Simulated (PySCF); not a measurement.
**Diatomics of Ga with group 15**

CCSD(T) with double-zeta basis sets in PySCF, for the lowest determinant that a PBE0 search found; no spin–orbit coupling. De refers to high-spin ground-configuration atoms.

```
 M                       basis  reference, frozen orbitals  state (unpaired electrons)  Re (Å)  ωe (cm⁻¹)  De (eV)
 N  aug-cc-pVDZ-PP/aug-cc-pVDZ                      UHF, 5              triplet (π ↑↑)   2.048        476     1.76
 P      cc-pVDZ-PP/cc-pV(D+d)Z                      UHF, 9              triplet (π ↑↑)   2.491        283     1.54
As                  cc-pVDZ-PP                      UHF, 8              triplet (π ↑↑)   2.591        207     1.47
Bi                  cc-pVDZ-PP                      UHF, 8              triplet (π ↑↑)   2.890        152     1.24
```

Question: The row for M = Sb is missing. Estimate Re, ωe and De as the mean of the rows for As and Bi, and compare with the calculation.

Answer: The means are 2.740 Å, 180 cm⁻¹ and 1.35 eV. UHF-CCSD(T) in cc-pVDZ-PP gives GaSb as a triplet (π ↑↑) with Re = 2.813 Å, ωe = 172 cm⁻¹, De = 1.33 eV, so the estimate is off by -7.3 pm, +5 % and +0.02 eV.

The rows differ in basis set, which adds steps of its own.

Correlated steps freeze the inner cores (5 to 9 orbitals); shallow outer-core shells are correlated. Correlated levels converge slowly with the basis: in double zeta they bind strong bonds too weakly, by up to about 1 eV, and carry superposition errors of some tenths. These are scalar-relativistic numbers at best; spin–orbit coupling would shift them, the dissociation energy most. States were picked by a PBE0 search and need not be the measured ground states.
